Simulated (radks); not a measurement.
Results of a calculation; reference values are marked as such.
Effect of the nuclear size on the krypton ion Kr+, [Ar] 3d10 4s2 4p5. Level of theory: Dirac Kohn-Sham, LDA (Slater exchange, Perdew-Wang correlation), spin-unpolarised, spherical densities, finite nucleus; open shells are shared between the two j in proportion to 2j + 1; Fermi nuclear charge, rms radius 4.1884 fm (a radial shooting solver on a logarithmic mesh with Libxc functionals). The rms radius is varied about that value; shifts are against it.

\begin{tabular}{lrrrrrr}
rms radius (fm) & total energy shift (eV) & density at nucleus (e/bohr^3) & 1s1/2 shift (meV) & 2s1/2 shift (meV) & 3p1/2 shift (meV) & 4s1/2 shift (meV) \\ \hline
3.6774 & -0.143 & 4.969e+04 & -60.8 & -6.16 & 0.093 & -0.115 \\
3.9329 & -0.0737 & 4.943e+04 & -31.3 & -3.17 & 0.048 & -0.059 \\
4.1884 & 0 & 4.918e+04 & 0.000 & 0.000 & 0.000 & 0.000 \\
4.4439 & 0.0780 & 4.895e+04 & 33.1 & 3.35 & -0.051 & 0.063 \\
4.8502 & 0.211 & 4.861e+04 & 89.5 & 9.06 & -0.137 & 0.169 \\
\end{tabular}

Slopes of the eigenvalues against <r^2> in GHz/fm^2, as finite differences over the two radii next to the reference (eigenvalue slopes, not the field-shift constants of lines): 1s1/2 3640, 2s1/2 368, 3p1/2 -5.58, 4s1/2 6.88.
